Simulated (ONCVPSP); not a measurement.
# Pseudopotential generation for Lu (Z = 71): ONCV, PBE, scalar-relativistic.

The input file (ONCVPSP 4.0.1):

```
# ATOM AND REFERENCE CONFIGURATION
# atsym  z   nc   nv     iexc    psfile
  Lu 71.00   10    5        4      upf
#
#   n    l    f
    1    0    2.00
    2    0    2.00
    2    1    6.00
    3    0    2.00
    3    1    6.00
    3    2   10.00
    4    0    2.00
    4    1    6.00
    4    2   10.00
    4    3   14.00
    5    0    2.00
    5    1    6.00
    5    2    1.00
    6    0    1.50
    6    1    0.50
#
# PSEUDOPOTENTIAL AND OPTIMIZATION
# lmax
    3
#
#   l,   rc,      ep,       ncon, nbas, qcut
    0    1.90    0.00    4    8    7.80
    1    2.05    0.00    4    7    7.10
    2    1.90    0.00    3    7    9.90
    3    2.75    0.17    5    9    4.30
#
# LOCAL POTENTIAL
# lloc, lpopt,  rc(5),   dvloc0
    2    5    1.90    0.00
#
# VANDERBILT-KLEINMAN-BYLANDER PROJECTORs
# l, nproj, debl
    0    2    2.30
    1    2    3.40
    2    0    0.40
    3    2    3.10
#
# MODEL CORE CHARGE
# icmod, fcfact, rcfact
    0    0.00    0.00
#
# LOG DERIVATIVE ANALYSIS
# epsh1, epsh2, depsh
   -4.00    5.00    0.02
#
# OUTPUT GRID
# rlmax, drl
    6.00    0.01
#
# TEST CONFIGURATIONS
# ncnf
    4
# nvcnf
#   n    l    f
    5
    5    0    2.00
    5    1    6.00
    5    2    1.00
    6    0    2.00
    6    1    0.00
#
    5
    5    0    2.00
    5    1    6.00
    5    2    1.00
    6    0    1.00
    6    1    0.00
#
    5
    5    0    2.00
    5    1    6.00
    5    2    1.00
    6    0    0.00
    6    1    0.00
#
    5
    5    0    2.00
    5    1    6.00
    5    2    0.00
    6    0    0.00
    6    1    0.00
#
```

Command:

```bash
oncvpsp.x < Lu.dat > Lu.out
```

Output (shortened: citation, most of the input echo, consistency checks and plot data are left out):

```
ONCVPSP  (Optimized Norm-Conservinng Vanderbilt PSeudopotential)
scalar-relativistic version 4.0.1

#   n    l    f        energy (Ha)
    1    0    2.00    -2.3242957E+03
    2    0    2.00    -3.9566936E+02
    2    1    6.00    -3.4805450E+02
    3    0    2.00    -8.9688853E+01
    3    1    6.00    -7.5402833E+01
    3    2   10.00    -5.8264845E+01
    4    0    2.00    -1.7876561E+01
    4    1    6.00    -1.3189969E+01
    4    2   10.00    -7.0798957E+00
    4    3   14.00    -3.8082269E-01
    5    0    2.00    -2.2713225E+00
    5    1    6.00    -1.1908303E+00
    5    2    1.00    -8.4916738E-02
    6    0    1.50    -1.8742486E-01
    6    1    0.50    -6.1665107E-02

Reference configufation results
  iterations    36
  all-electron total energy (Ha)   -1.45632824D+04

Begin loop to  construct optimized pseudo wave functions
and semi-local pseudopoentials for all angular momenta

Calculating optimized projector #   1

 for l=   0

    Fraction of norm inside rc  0.952180
    Optimizing pswf for qcut=   7.80 a_B^-1,  ecut=  30.44 Ha
    Residual kinetic energy error=  3.91D-08 Ha

    Energy error per electron        Cutoff
         Ha          eV             Ha
         0.01000     0.27211       13.71
         0.00100     0.02721       18.27
         0.00010     0.00272       21.69
         0.00001     0.00027       24.75

Calculating optimized projector #   2

 for l=   0

    Fraction of norm inside rc  0.057596
    Optimizing pswf for qcut=   7.80 a_B^-1,  ecut=  30.44 Ha
    Residual kinetic energy error=  2.95D-08 Ha

    Energy error per electron        Cutoff
         Ha          eV             Ha
         0.01000     0.27211       10.13
         0.00100     0.02721       16.16
         0.00010     0.00272       20.67
         0.00001     0.00027       24.24

Calculating optimized projector #   1

 for l=   1

    Fraction of norm inside rc  0.901086
    Optimizing pswf for qcut=   7.10 a_B^-1,  ecut=  25.18 Ha
    Residual kinetic energy error=  1.07D-07 Ha

    Energy error per electron        Cutoff
         Ha          eV             Ha
         0.01000     0.27211        7.02
         0.00100     0.02721        9.10
         0.00010     0.00272       15.85
         0.00001     0.00027       19.73

Calculating optimized projector #   2

 for l=   1

    Fraction of norm inside rc  0.025142
    Optimizing pswf for qcut=   7.10 a_B^-1,  ecut=  25.18 Ha
    Residual kinetic energy error=  7.61D-08 Ha

    Energy error per electron        Cutoff
         Ha          eV             Ha
         0.01000     0.27211        4.50
         0.00100     0.02721        6.89
         0.00010     0.00272        9.75
         0.00001     0.00027       18.37

Calculating optimized projector #   1

 for l=   2

    Fraction of norm inside rc  0.299549
    Optimizing pswf for qcut=   9.89 a_B^-1,  ecut=  48.91 Ha
    Residual kinetic energy error=  8.61D-10 Ha

    Energy error per electron        Cutoff
         Ha          eV             Ha
         0.01000     0.27211        7.61
         0.00100     0.02721       11.18
         0.00010     0.00272       25.41
         0.00001     0.00027       32.56

   Wellstate for l =  3  n =  5
     eigenvalue =   0.1700
     asymptotic potential =   0.6700
     half-point radius = 12.1417

   Wellstate for l =  3  n =  8
     eigenvalue =   3.2700
     asymptotic potential =   3.7700
     half-point radius =  5.0812

Calculating optimized projector #   1

 for l=   3

    Fraction of norm inside rc  0.010309
    Optimizing pswf for qcut=   4.29 a_B^-1,  ecut=   9.21 Ha
    Residual kinetic energy error=  6.10D-05 Ha

    Energy error per electron        Cutoff
         Ha          eV             Ha
         0.01000     0.27211        0.80
         0.00100     0.02721        4.01
         0.00010     0.00272        8.49
         0.00001     0.00027       34.08

Calculating optimized projector #   2

 for l=   3

    Fraction of norm inside rc  0.192413
    Optimizing pswf for qcut=   4.29 a_B^-1,  ecut=   9.21 Ha
    Residual kinetic energy error=  1.25D-01 Ha

    Energy error per electron        Cutoff
         Ha          eV             Ha
         0.01000     0.27211       45.22
         0.00100     0.02721       54.21
         0.00010     0.00272       58.96
         0.00001     0.00027       70.40

Construct Vanderbilt / Kleinmman-Bylander projectors

B matrix Hermiticity error, ll=   0
   1   2    2.1451E-04

  Orthonormal projector coefficients  4.5992E+00 -1.8904E-01

B matrix Hermiticity error, ll=   1
   1   2    6.3558E-05

  Orthonormal projector coefficients -1.0669E+00  9.5761E-01

B matrix Hermiticity error, ll=   3
   1   2    2.2273E-05

  Orthonormal projector coefficients -1.1698E+01  1.8647E+00

Pseudoatom total energy  -41.589495

Diagnostic tests using Vanderbilt-Kleinman-Bylander pseudopotentials
  1 or more projectors used as specified by nproj input data

   l    rcore       rmatch      e in        delta e   norm test  slope test

   0   1.9058527   1.9637186  -2.2713225   0.0000014   1.0002042   1.0001955
   0   1.9058527   1.9637186  -0.1874249   0.0000022   1.0000280   1.0000228

   1   2.0599804   2.1225259  -1.1908303  -0.0000005   1.0001341   1.0001379
   1   2.0599804   2.1225259  -0.0616651   0.0000012   1.0000301   1.0000271

   2   1.9058527   1.9637186  -0.0849167   0.0000015   1.0000040   0.9999641

   3   2.7616214   2.8454702   0.1700000   0.0000035   0.9999911   0.9999911
run_diag: lschvkbbe ERROR   2   5   3  60  3.27000000E+00  3.00301040E+00
   3   2.7616214   2.8454702   3.2700000  -0.2669896   0.4837783   1.1489465

 Testing for bound ghosts
   n   l    E NL Schr. Eq   E Basis Diag.   E Cutoff

   1   0       -2.271321       -2.271321     72.83
   2   0       -0.187423       -0.145100     72.83

   2   1       -1.190831       -1.190826     52.74
   3   1       -0.061664        0.023867     52.74

 Testing for highly-localized positive-energy ghosts
       l    <radius>/rc     E Basis Diag.   E Cutoff

Test configuration 0

   n   l     f        eae           eps        diff
   1   0  2.0000-2324.29567772
   2   0  2.0000 -395.66936451
   2   1  6.0000 -348.05450061
   3   0  2.0000  -89.68885341
   3   1  6.0000  -75.40283341
   3   2 10.0000  -58.26484523
   4   0  2.0000  -17.87656094
   4   1  6.0000  -13.18996893
   4   2 10.0000   -7.07989573
   4   3 14.0000   -0.38082269
   5   0  2.0000   -2.27132251   -2.27132110    1.41D-06
   5   1  6.0000   -1.19083032   -1.19083078   -4.60D-07
   5   2  1.0000   -0.08491674   -0.08491521    1.53D-06
   6   0  1.5000   -0.18742486   -0.18742263    2.23D-06
   6   1  0.5000   -0.06166511   -0.06166395    1.16D-06

    Total energies and differences
      AE_ref= -1.45632824D+04  AE_tst= -1.45632824D+04  dif=  0.00D+00
      PS_ref= -4.15894952D+01  PS_tst= -4.15894952D+01  dif= -4.97D-14
      PSP excitation error=  4.97D-14

Test configuration 1

   n   l     f        eae           eps        diff
   1   0  2.0000-2324.26820613
   2   0  2.0000 -395.64221708
   2   1  6.0000 -348.02734846
   3   0  2.0000  -89.66179606
   3   1  6.0000  -75.37577554
   3   2 10.0000  -58.23778677
   4   0  2.0000  -17.84942303
   4   1  6.0000  -13.16281919
   4   2 10.0000   -7.05274527
   4   3 14.0000   -0.35366993
   5   0  2.0000   -2.24388440   -2.24309696    7.87D-04
   5   1  6.0000   -1.16354316   -1.16294703    5.96D-04
   5   2  1.0000   -0.06429442   -0.06422225    7.22D-05
   6   0  2.0000   -0.17122821   -0.17127188   -4.37D-05

    Total energies and differences
      AE_ref= -1.45632824D+04  AE_tst= -1.45633443D+04  dif= -6.19D-02
      PS_ref= -4.15894952D+01  PS_tst= -4.16513997D+01  dif= -6.19D-02
      PSP excitation error=  3.40D-05

Test configuration 2

   n   l     f        eae           eps        diff
   1   0  2.0000-2324.51635311
   2   0  2.0000 -395.88900639
   2   1  6.0000 -348.27421229
   3   0  2.0000  -89.90819034
   3   1  6.0000  -75.62217856
   3   2 10.0000  -58.48417305
   4   0  2.0000  -18.09594391
   4   1  6.0000  -13.40936529
   4   2 10.0000   -7.29926503
   4   3 14.0000   -0.60010037
   5   0  2.0000   -2.49061525   -2.49166375   -1.05D-03
   5   1  6.0000   -1.41031480   -1.41112557   -8.11D-04
   5   2  1.0000   -0.28920603   -0.28925827   -5.22D-05
   6   0  1.0000   -0.37522948   -0.37484927    3.80D-04

    Total energies and differences
      AE_ref= -1.45632824D+04  AE_tst= -1.45630736D+04  dif=  2.09D-01
      PS_ref= -4.15894952D+01  PS_tst= -4.13807250D+01  dif=  2.09D-01
      PSP excitation error=  6.85D-05

Test configuration 3

   n   l     f        eae           eps        diff
   1   0  2.0000-2324.81237825
   2   0  2.0000 -396.18303970
   2   1  6.0000 -348.56837581
   3   0  2.0000  -90.20111884
   3   1  6.0000  -75.91512588
   3   2 10.0000  -58.77716856
   4   0  2.0000  -18.38923957
   4   1  6.0000  -13.70277486
   4   2 10.0000   -7.59274822
   4   3 14.0000   -0.89339711
   5   0  2.0000   -2.78461510   -2.78935335   -4.74D-03
   5   1  6.0000   -1.70270275   -1.70614853   -3.45D-03
   5   2  1.0000   -0.55354634   -0.55363035   -8.40D-05

    Total energies and differences
      AE_ref= -1.45632824D+04  AE_tst= -1.45625856D+04  dif=  6.97D-01
      PS_ref= -4.15894952D+01  PS_tst= -4.08936411D+01  dif=  6.96D-01
      PSP excitation error=  9.79D-04

Test configuration 4

psatom: WARNING lschvkbb convergence error n,l,iter=   3   2   4
ea(ii),et,emin,emax -9.298616E-02 -1.022848E-01 -1.022848E-01 -1.022848E-01
run_config: WARNING for fully non-local PS atom, stg. 1
 WARNING no output for configuration 5
```

The run took about 5.6 s on one core of a shared server CPU.
